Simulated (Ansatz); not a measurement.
`[NH2][Mo]([NH2])(=[O])=[S]` + `C[O][Y]([CH3])[O]C` → `[CH3][Mo]([NH2])(=[O])=[S]` + `C[O][Y]([NH2])[O]C`  (redistribution)

Program: Ansatz. Geometries: PBE0-D4/def2-TZVP. ΔE: electronic, gas phase. CCSD(T)/CBS adds triple-zeta CCSD(T) − MP2 to the extrapolated MP2 energy (def2 sets, frozen cores). def2 core potentials past Kr. For Mo, Y outer-core shells are correlated without core-valence functions, which leaves a few kJ/mol of doubt a bond. Each species was taken in one conformer, which may not be the lowest.

| species | CCSD(T)/CBS(def2) energy (Eh) |
| --- | --- |
| `[NH2][Mo]([NH2])(=[O])=[S]` | -653.02778 |
| `C[O][Y]([CH3])[O]C` | -308.26502 |
| `[CH3][Mo]([NH2])(=[O])=[S]` | -636.95679 |
| `C[O][Y]([NH2])[O]C` | -324.35898 |

Question: Work out ΔE.

Answer: ΔE = (-636.95679) + (-324.35898) − (-653.02778) − (-308.26502) = -0.02297 Eh = -0.63 eV.

Largest T1 diagnostic among the species: 0.025, so the coupled-cluster value is less sure than usual.

From PBE to PBE0 (25 % exact exchange), in def2-TZVPP and without D4, ΔE moves by −0.03 eV.
